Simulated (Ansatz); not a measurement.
`[SiH3][SiH2]SS` + `CSS` → `CSS[SiH3]` + `[SiH3]SS`  (cleavage of the Si–Si bond)

Calculated with Ansatz (gas phase, PBE0-D4/def2-TZVP geometries, no zero-point term in ΔE). CCSD(T)/CBS adds triple-zeta CCSD(T) − MP2 to the extrapolated MP2 energy (def2 sets, frozen cores). DFT in def2-TZVPP. One conformer a species, not always the lowest.

Question: Is it downhill or uphill in electronic energy at CCSD(T)/CBS, and by how much? (An estimate is asked.)

Answer: Computed: Downhill: ΔE = -56.1 kJ/mol.

Question: What do these levels give: B97M-V, PBE0-D4, revPBE, r2SCAN, PBE0, r2SCANh, LC-ωPBE, MP2/def2-TZVPP, SCS-MP2/def2-TZVPP, CCSD/def2-TZVPP, HF/def2-QZVPP, MP2/def2-QZVPP? (Best estimate.)

Answer: Ansatz gave: B97M-V -49.7, PBE0-D4 -47.2, revPBE -40.1, r2SCAN -50.9, PBE0 -45.7, r2SCANh -51.6, LC-ωPBE -48.4, MP2/def2-TZVPP -63.9, SCS-MP2/def2-TZVPP -62.4, CCSD/def2-TZVPP -53.4, HF/def2-QZVPP -59.2, MP2/def2-QZVPP -65.1 kJ/mol.

Largest T1 diagnostic among the species: 0.013.

Leaving LDA and LC-ωPBE aside and taking each functional with its dispersion term where it has one, the values, not all of them listed here, spread over 14.4 kJ/mol, from ωB97M-V to PBE-D4. The D4 term adds −3.2 kJ/mol with B3LYP and −1.5 kJ/mol with PBE0; it sums over pairs of atoms, weighted by their polarisabilities, and B3LYP, whose exchange is more repulsive, gets the larger term.

B3LYP here is the variant with VWN-RPA as its local correlation; programs differ in this.
